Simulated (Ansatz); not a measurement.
Ansatz (a quantum-chemistry and plane-wave program) input file for NO3, SMILES [O]N([O])[O] (connectivity only; charge and spin as stated), neutral, multiplicity 2, PBE/def2-SVPD. Geometry optimised at B3LYP-D3(BJ)/def2-TZVP.

Ansatz 0.2 input:
```yaml
crystal:
  periodic: [false, false, false]
  atoms:
    - {symbol: N, position_ang: [-0.00000000, -0.00000000, 0.00000000]}
    - {symbol: O, position_ang: [1.23047809, -0.00000000, 0.00000000]}
    - {symbol: O, position_ang: [-0.61523904, 1.06562529, 0.00000000]}
    - {symbol: O, position_ang: [-0.61523905, -1.06562528, 0.00000000]}
basis:
  gaussian:
    orbitals: def2-SVPD
hamiltonian:
  xc: {name: PBE}
magnetization: {spin_polarized: true, initial_magnetization: 1}
```

Log of the run:

```
WARN ansatz: RAYON_NUM_THREADS=1 ignored (pool sized by the plan → 1); use --threads N
Functional definition: PBE
integrals: 0.02 GiB planned
730 factors; their error is unknown
mean field: 0.24 GiB planned
mean field evaluation 1: about -7609.2566 eV, gradient 3.7e1 eV
mean field evaluation 2: about -7597.8167 eV, gradient 7.1e1 eV
mean field evaluation 4: about -7613.6118 eV, gradient 2.0e0 eV
mean field evaluation 8: about -7613.5777 eV, gradient 1.7e-1 eV
mean field evaluation 16: about -7613.5777 eV, gradient 2.9e-5 eV
mean field evaluation 32: about -7611.9060 eV, gradient 2.1e0 eV
mean field -7613.57774644 eV, -279.7938215134 hartree, gradient 2.9e-5 eV, S^2 0.752454; 6 other end points of the search recorded, 0 dependent functions left out
reference -7613.57779092 eV, -279.7938231480 hartree; 16, 15 occupied and 73, 74 virtual orbitals, 730 factors
Total energy: -7613.57779092 eV, -279.7938231480 hartree
```

The calculation finished and met its thresholds.

Cost: about 3 core-seconds (a rough figure).
